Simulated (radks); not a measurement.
The numbers below are computed, except where a source is named.
Correlation energies from several functionals, in hartree. Species: Ga3+ [Ar] 3d10; Be [He] 2s2; Bi4+ [Xe] 4f14 5d10 6s1. Level of theory: non-relativistic Kohn-Sham, exchange-only B88, spin-polarised, spherical densities, point nucleus (a radial shooting solver on a logarithmic mesh with Libxc functionals). Every spin shell is full or empty, so the densities are truly spherical. Functionals are evaluated on that one density, not self-consistently.

functional     Ga3+         Be     Bi4+
PW92        -2.6239   -0.22383  -8.4676
VWN5        -2.6365   -0.22457  -8.5022
Wigner      -1.5077   -0.18329  -4.2915
PBE         -1.3848  -0.084758  -4.9794
LYP         -1.3896  -0.094907  -4.3754
PW91        -1.5056  -0.093521  -5.3452
AM05        -2.4214   -0.19594  -7.9901
OP (B88)    -1.3560  -0.099352  -4.3036
TPSS        -1.3877  -0.086339  -4.9758
SCAN        -1.3836  -0.083086  -4.9923
B95         -1.6698  -0.092262  -6.2119
